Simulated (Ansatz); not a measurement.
Basis-set extrapolation for CH6AlBOS (`C[O][AlH][BH]S`) (PBE0-D4/def2-TZVP geometry, frozen core, Ansatz). Multiplicity 1, RHF reference.

```json
{"": "HF", "def2-TZVPP": "-780.479701", "def2-QZVPP": "-780.504828"}
{"": "MP2 correlation", "def2-TZVPP": "-0.764513", "def2-QZVPP": "-0.822506"}
{"": "CCSD(T) correlation", "def2-TZVPP": "-0.851582", "def2-QZVPP": "not run"}
```

Energies in hartree. Use E(X) = E(∞) + A·exp(−7.88·√X) for Hartree–Fock and E(X) = E(∞) + B·X^(−2.97) for correlation, with X = 3 and 4, and add CCSD(T) minus MP2 of the smaller set to the MP2 limit.

Q: What is the CCSD(T) energy at the basis-set limit?

A: HF limit: -780.504828 + (-0.025127) × 0.13774 = -780.50829. MP2 limit: -0.822506 + (-0.057993) × 0.74074 = -0.86546. Higher-order term: -0.851582 − (-0.764513) = -0.08707. Total: -781.46082 hartree, 340.1 kJ/mol below CCSD(T)/def2-TZVPP.
